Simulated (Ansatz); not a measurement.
CuSiNH6⁻, that is Cu(NH3)(SiH3) with one electron more. Total charge -1; doublet. Geometry PBE0-D4/def2-TZVP, that of the neutral singlet; atoms count from 1.

```xyz
9

Cu   -0.121   -0.159    0.005
N    -1.343   -1.751    0.047
H    -2.121   -1.637   -0.594
H    -1.729   -1.895    0.974
H    -0.853   -2.600   -0.215
Si    1.257    1.639   -0.044
H     2.365    1.604    0.967
H     0.578    2.953    0.210
H     1.967    1.846   -1.350
```

The highest occupied level of the charge -1 doublet lies above zero (up to 1.29 eV). Energy differences put its binding near zero (-0.10 eV; vertical, to the charge 0 singlet, at PBE0-D4/def2-TZVPD), which leaves it undecided.

(1) Estimate the Mulliken populations from the PBE0/def2-TZVPD orbitals of Ansatz.

(2) Where does the spin sit?

(3) And the Mayer bond orders between bonded heavy atoms (over 0.3)?

Answers

(1) 
```json
{"atom": "Cu1", "charge (e)": "-1.83", "spin (α − β)": "1.27", "d electrons": "9.85"}
{"atom": "N2", "charge (e)": "0.16", "spin (α − β)": "-0.55", "d electrons": "–"}
{"atom": "H3", "charge (e)": "0.31", "spin (α − β)": "-0.01", "d electrons": "–"}
{"atom": "H4", "charge (e)": "0.31", "spin (α − β)": "-0.01", "d electrons": "–"}
{"atom": "H5", "charge (e)": "0.31", "spin (α − β)": "-0.01", "d electrons": "–"}
{"atom": "Si6", "charge (e)": "-0.02", "spin (α − β)": "0.31", "d electrons": "–"}
{"atom": "H7", "charge (e)": "-0.08", "spin (α − β)": "0.00", "d electrons": "–"}
{"atom": "H8", "charge (e)": "-0.08", "spin (α − β)": "0.00", "d electrons": "–"}
{"atom": "H9", "charge (e)": "-0.08", "spin (α − β)": "0.00", "d electrons": "–"}
```
Mulliken values and Mayer orders depend strongly on the basis. With diffuse functions, as here, like atoms can get unlike values, and bond orders can come out too low or too high.

(2) Summed by element: Cu 1.27, N -0.55, H -0.04, Si 0.31, of 1 unpaired in all. Largest on single atoms: Cu1 1.27, N2 -0.55, Si6 0.31.

(3) Cu1–Si6 1.92 (2.27 Å).
